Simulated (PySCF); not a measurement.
# Electron correlation in P⁺ (phosphorus, charge +1)

[Ne] 3s2 3p2, high-spin 3P determinant. Calculation: PySCF 2.14, in aug-cc-pV(Q+d)Z (7s6p5d3f2g, 89 functions); the non-relativistic Hamiltonian (point nucleus). Frozen: [Ne]; 4 electrons correlated.

```csv
level,correlation energy (mhartree)
CCSD,-85.36
(T),-2.66
CCSD(T),-88.02
```

Diagnostics: T1 = 0.010, D1 = 0.0254, largest double amplitude 0.102.

Task: Is a single reference adequate?

Result: Mostly. T1 lies below 0.03, but a double amplitude of this size points to a near-degeneracy that CCSD handles and MP2 describes poorly.
